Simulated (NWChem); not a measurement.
**Correlation energy of stibine (H₃Sb)**

SMILES: [SbH3]
```xyz
4

Sb     0.0006     0.0541     0.0000
H     -0.7203    -0.9130     1.2313
H     -0.7203    -0.9130    -1.2313
H      1.4123    -0.9348     0.0000
```
Charge 0, spin multiplicity 1.

Program: NWChem. The geometry was optimised at B3LYP/def2-SVP with def2 effective core potentials on Sb, a minimum by its harmonic frequencies.

Basis set: def2-SVP. Each correlation energy counts from its own Hartree-Fock reference.

Effective core potentials replace the inner electrons of Sb; spin-orbit coupling is left out. The correlated methods keep 4 core orbitals frozen. No row is a measurement; the coupled-cluster row has its own basis-set and correlation limits.

### Question
Order these methods by the correlation energy they give, lowest first: SCS-MP2, CR-CCSD(T), CCSD, MP2.

### Answer
CR-CCSD(T) (-163.6 mHa), CCSD (-160.3 mHa), SCS-MP2 (-138.2 mHa), MP2 (-133.1 mHa)
